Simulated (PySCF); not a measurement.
Run record: excited-state job, H6In2S2.

Computed with TDDFT PBE0/def2-SVPD, vertical, gas phase, core orbitals frozen in the response, def2 core potentials past Kr (PySCF 2.14.0, density-fitted response routines). Geometry: PBE0-D3(BJ)/def2-SVP. The command runs a driver script over a list of jobs; the input below is this job's line of settings and its coordinates in Å.

Command:
```bash
OMP_NUM_THREADS=1 python probes_run.py task.json out
```

Input:
```
{"job": {"kind": "uv", "xc": "PBE0", "basis": "def2-SVPD", "ip": true, "nstates": 10}, "charge": 0, "multiplicity": 1}
In     1.562614    -0.371364     0.940572
H      2.757204     0.856480     0.928855
H      1.437846    -1.933274     1.645414
S      0.839400    -0.647297    -1.565677
In    -1.226798     0.886872    -1.043906
H     -2.619113    -0.099960    -1.241023
H     -0.754234     2.439579    -1.592862
S     -0.679771     0.866566     1.519767
H      0.184226    -1.813871    -1.373100
H     -1.376726    -0.260482     1.786369
```

Task: What does the run print?

Result: 
```
coarse grid: 43640 points
cycle   1  E = -1177.5914772301  dE = -4.107e+01  |g| = 2.931e+00  |ddm| = 1.989e+01
cycle   2  E = -1174.5947482778  dE =  2.997e+00  |g| = 5.365e+00  |ddm| = 1.335e+01
cycle   3  E = -1179.7576461332  dE = -5.163e+00  |g| = 3.127e-01  |ddm| = 6.845e+00
cycle   4  E = -1179.7811776892  dE = -2.353e-02  |g| = 1.744e-01  |ddm| = 8.499e-01
cycle   5  E = -1179.7914545661  dE = -1.028e-02  |g| = 1.733e-02  |ddm| = 3.294e-01
cycle   6  E = -1179.7915488963  dE = -9.433e-05  |g| = 7.891e-03  |ddm| = 4.809e-02
cycle   7  E = -1179.7915708167  dE = -2.192e-05  |g| = 1.098e-03  |ddm| = 1.335e-02
cycle   8  E = -1179.7915712770  dE = -4.603e-07  |g| = 2.600e-04  |ddm| = 2.132e-03
final grid: 83816 points
cycle   9  E = -1179.7915384646  dE = -6.840e-08  |g| = 2.530e-04  |ddm| = 2.594e-03
cycle  10  E = -1179.7915384667  dE = -2.049e-09  |g| = 2.469e-04  |ddm| = 7.831e-04
cycle  11  E = -1179.7915384899  dE = -2.321e-08  |g| = 1.103e-05  |ddm| = 3.671e-04
cycle  12  E = -1179.7915384899  dE = -3.411e-11  |g| = 6.358e-06  |ddm| = 3.224e-05
converged SCF energy = -1179.7915384899

Static polarisability (au): isotropic 122.425, principal 107.793 121.738 137.746

Singlet excitations
state   eV       nm        f      main configurations
  1   5.7378    216.1   0.00000   H->L 0.97
  2   5.8605    211.6   0.00001   H-1->L 0.98
  3   6.1178    202.7   0.00974   H-1->L+1 0.95
  4   6.1457    201.7   0.00001   H-1->L+2 0.94
  5   6.2064    199.8   0.00075   H->L+1 0.95
  6   6.4067    193.5   0.00064   H->L+2 0.92
  7   6.4298    192.8   0.01805   H-2->L 0.92
  8   6.5204    190.1   0.21759   H->L+3 0.92
  9   6.5449    189.4   0.00013   H-3->L 0.95
 10   6.5666    188.8   0.12909   H-1->L+3 0.80

Triplet excitations (Tamm-Dancoff, eV): 5.5254 5.5950 5.7725 5.8121
Vertical ionisation energy (delta-SCF) = 9.5618 eV
```

The SCF starts on a coarse grid where the log names one; the energy can jump when the final grid takes over, and dE then counts from the start density on the new grid. H and L stand for HOMO and LUMO; the number after each pair is its weight.

Task: Give the mean polarisability as a volume in Å³, and the ratio of the largest to the smallest principal value.

Result: 122.425 au × 0.148185 = 18.14 Å³; 137.746/107.793 = 1.28.

Summary of the converged run: HOMO -7.90 eV, LUMO -0.96 eV; lowest singlet 5.74 eV; lowest triplet 5.53 eV (Tamm–Dancoff); mean polarisability 122.4 au.

Atoms past krypton carry effective core potentials; spin–orbit coupling is left out.

The run took 1.9 min wall (with the writing of density and orbital grids) on one thread of an Arm Neoverse V2, shared host with 32 logical CPUs at a one-minute load of 22, and the process peaked at 0.77 GiB of memory.

One conformer stands for the species.
Labels such as C1 count atoms from 1, the log's own numbers from 0.
